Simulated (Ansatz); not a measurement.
CH9NOSi2 can be A, `CO[SiH2][SiH2]N`, or B, `NC([SiH3])[SiH2]O`.

Isolated molecules relaxed with PBE0-D4/def2-TZVP in Ansatz; ΔE leaves out vibrations. CCSD(T)/CBS adds triple-zeta CCSD(T) − MP2 to the extrapolated MP2 energy (def2 sets, frozen cores). DFT in def2-TZVPP. B3LYP here is the variant with VWN-RPA as its local correlation; programs differ in this. Each species was taken in one conformer, which may not be the lowest.

Which isomer does CCSD(T)/CBS put lower? Give the gap. (Best estimate.)

Computed: A, by 30.2 kJ/mol.

Give E(B) − E(A) in kJ/mol with ωB97M-V, PBE0-D4, PBE-D4, CCSD/def2-TZVPP, B3LYP, MP2/def2-TZVPP, B2PLYP. (Best estimate.)

Ansatz gave: ωB97M-V 27.0, PBE0-D4 35.4, PBE-D4 35.3, CCSD/def2-TZVPP 33.2, B3LYP 42.9, MP2/def2-TZVPP 24.3, B2PLYP 36.9. None reverses the order clearly.

Largest T1 diagnostic: 0.011.

The D4 term adds −3.6 kJ/mol with B3LYP and −1.6 kJ/mol with PBE0; it sums over pairs of atoms, weighted by their polarisabilities, and B3LYP, whose exchange is more repulsive, gets the larger term. In def2-TZVPP, CCSD(T) changes the Hartree–Fock value by −18.4 kJ/mol (the triples alone add −2.4 kJ/mol) and MP2 by −24.9 kJ/mol.
